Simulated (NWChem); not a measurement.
Two isomers of C2H7FOSi, each optimised at PBE0/def2-SVP with NWChem. Flexible species stand in one conformer each, which need not be the lowest. For one or both, no frequency run checked for a minimum.

A: F[SiH2]OCC
B: CC[SiH](O)F

Question: Which is lower in energy, by how much, and how do their other properties compare?

Answer: B is lower by 14.7 kcal/mol in electronic energy.
|  | A | B |
|---|---|---|
| highest occupied level (eV) | -8.48 | -8.24 |
| orbital gap (eV) | 9.84 | 9.15 |
| dipole (D) | 1.70 | 3.19 |
